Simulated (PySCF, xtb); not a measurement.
Al(H)(OMe)2 (C2H7AlO2), SMILES C[O][AlH][O]C. One conformer was computed; it need not be the lowest.

Harmonic wavenumbers (cm⁻¹) from GFN2-xTB (xtb) at its own minimum, in rising order: 23, 27, 98, 159, 189, 206, 216, 428, 551, 617, 772, 1140, 1141, 1142, 1144, 1210, 1225, 1417, 1418, 1481, 1481, 1481, 1481, 2032, 2953, 2954, 2955, 2955, 2968, 2969.

Q: What does PBE-D3(BJ)/def2-SVP (PySCF) give at its own minimum? (Estimate from the structure and the level; the computed values follow.)

A: 37, 61, 79, 89, 113, 172, 310, 457, 617, 643, 767, 1140, 1142, 1146, 1148, 1216, 1220, 1418, 1422, 1423, 1426, 1430, 1440, 1974, 2901, 2907, 2974, 2978, 2988, 2988. Paired by order, the mean absolute difference is 31 cm⁻¹ and the zero-point energies are 55.5 and 55.2 kcal/mol.
